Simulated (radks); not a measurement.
Ir34+, configuration [Kr] 4d7.

Method: scalar-relativistic Kohn-Sham, PBE, spin-unpolarised, spherical densities, point nucleus; computed with a radial shooting solver on a logarithmic mesh with Libxc functionals.

Energy parts (hartree):
total: -17191.8104
kinetic: 19191.9982
electron-nucleus: -40409.1650
Hartree: 4316.5138
exchange-correlation: -291.1574

Orbitals (lengths in bohr, moments of r in powers of bohr; <r^-3> diverges for s and p1/2; r(max) is where P^2 peaks):
orbital	occ.	eigenvalue (hartree)	r(max)	<r^-3>	<r>
1s	2	-2847.904	0.01082	-	0.01743
2s	2	-539.5720	0.06229	-	0.07361
2p	6	-475.2420	0.05139	23040	0.06625
3s	2	-164.0446	0.1752	-	0.1893
3p	6	-145.2013	0.1740	5302	0.1898
3d	10	-124.7265	0.1416	666.9	0.1716
4s	2	-68.99825	0.3816	-	0.3930
4p	6	-62.22630	0.3955	1575	0.4080
4d	7	-54.29297	0.3923	189.8	0.4105

The highest occupied level is 4d at -1477.4 eV. For comparison, the ionisation energy in NIST's Atomic Spectra Database is 1493 eV (theoretical). In exact Kohn-Sham theory the highest level is minus the ionisation energy, but local and semilocal functionals leave it too shallow, through self-interaction and a potential that decays too fast; potentials with the right tail come closer. Summed over all electrons, <r^2> = 3.547 bohr^2, which gives a Langevin (diamagnetic) susceptibility term of -2.81 x 10^-6 cm^3/mol.

Beside tabulated values, note that spin-unpolarised runs miss the spin-polarisation part of the exchange energy of open shells.
